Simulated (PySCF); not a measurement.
Molecule: SMILES B1CCCC1, C$_{4}$H$_{9}$B.

Cartesian coordinates in Å; atom numbers follow the order of the lines, from 1:
```xyz
14

B     0.047    1.396   -0.069
C     1.270    0.431    0.110
C     0.644   -0.940    0.404
C    -0.707   -0.929   -0.321
C    -1.239    0.503   -0.163
H     0.088    2.604   -0.124
H     1.722    0.431   -0.908
H     2.081    0.742    0.787
H     1.276   -1.793    0.110
H     0.475   -1.037    1.491
H    -0.550   -1.141   -1.394
H    -1.395   -1.705    0.051
H    -2.028    0.803   -0.868
H    -1.686    0.631    0.849
```

Spin–spin couplings on one PBE0-D3(BJ)/def2-SVP geometry, PySCF 2.14, gas phase, non-relativistic, equivalent pairs averaged (spin–dipole term only in couplings to heteroatoms); isotopes 11B, 1H, 13C; functional B3LYP.

Question: How do the couplings (Hz) change with the basis set? Times are CPU seconds on 1 thread of an x86-64 server CPU, shared host. Far from the basis limit: 6-31G*, pcJ-0, def2-TZVP, cc-pVTZ.

Answer: 
```
basis set  functions  1J(B1,H6)  1J(C3,H9)  1J(C2,H7)  1J(B1,C2)  1J(C3,C4)  1J(C2,C3)  2J(H7,H8)  core-s
   6-31G*         88      150.3      145.2      135.7       60.4       47.7       46.9      -21.0      11
    pcJ-0         92      129.0      114.9      106.8       38.5       26.8       25.7      -20.7      12
def2-TZVP        209      132.9      126.0      116.8       47.9       34.0       32.2      -18.0      38
    pcJ-1        225      138.8      133.8      123.8       46.9       35.5       33.8      -21.2      20
  cc-pVTZ        276      137.8      117.0      108.2       44.8       25.6       24.4      -17.8      50
```

The Fermi-contact term samples the wavefunction at the nucleus, which is why sets with added tight s functions (names with J) are made for couplings.
